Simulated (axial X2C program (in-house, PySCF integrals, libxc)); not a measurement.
## Low determinants of AsH at the PBE0 level, 2c

Calculated with an in-house relativistic program for diatomic molecules. Two-component (2c) means X2C with spin–orbit coupling and atomic mean-field two-electron Coulomb and Gaunt terms. Basis: As dyall-cv3z [9s9p6d4f1g], H dyall-v3z [6s2p1d] (cores contracted in-house); Gaussian nuclei, density fitting, unrestricted open shells. Masses: As 74.922 u, H 1.008 u.

Search at 1.530 Å (vertical energies from the lowest determinant):

| ΔE (eV) | state | electrons beyond evenly filled partner blocks | electrons in ±ω = 1/2, 3/2, 5/2, 7/2 |
| --- | --- | --- | --- |
| 0.00 | Ω = 1 | ω = -1/2, ω = 3/2 | 23 9 2 0 |
| 0.83 | Ω = 0 | none | 24 8 2 0 |
| 1.00 | Ω = 2 | ω = 1/2, ω = 3/2 | 23 9 2 0 |
| 1.17 | Ω = 0 | none | 22 10 2 0 |
| 4.24 | Ω = 1 | 2 × ω = 1/2 | 22 10 2 0 |
| 5.74 | Ω = 1 | 2 × ω = 1/2 | 24 8 2 0 |

Lowest determinant, Ω = 1 (⟨Sz⟩ = 1.00, ⟨Lz⟩ = 0.00 at PBE0): Re = 1.529 Å, ωe = 2158.3 cm⁻¹.

The determinant in row 2 of the search, Ω = 0 (closed shell), was followed along the bond at PBE0; measured from the minimum of the lowest determinant it gives:

Te = 0.831 eV (6701 cm⁻¹), Re = 1.528 Å, ωe = 2168.2 cm⁻¹.

**Question.** Compare the bond of the determinant in row 2 with that of the lowest one.

**Answer.** At PBE0 its Re is 0.001 Å shorter and its force constant, which goes as ωe², is 1.01 times that of the lowest determinant. T0 ≈ Te + Δωe/2 = 6701 + (5) = 6706 cm⁻¹.

The search compares states at one distance, so a state with another bond length can lie lower; it is not exhaustive and yields mostly the lowest determinant of each block pattern, so other components and higher states of one pattern are missing. These are energies of single determinants, not of spin-adapted states; PBE0 term energies can be off by some tenths of an eV, and the functional has no current term. Open-shell Ω = 0 determinants with evenly filled partner blocks cannot be reached by this program, so the Ω shown need not be the lowest component. The lowest determinant need not be the ground state where others lie within half an eV. A closed-shell Ω = 0 row of a π² shell mixes the 0⁺ component of the triplet with ¹Σ⁺ and matches no level; 0⁺ can lie lowest.
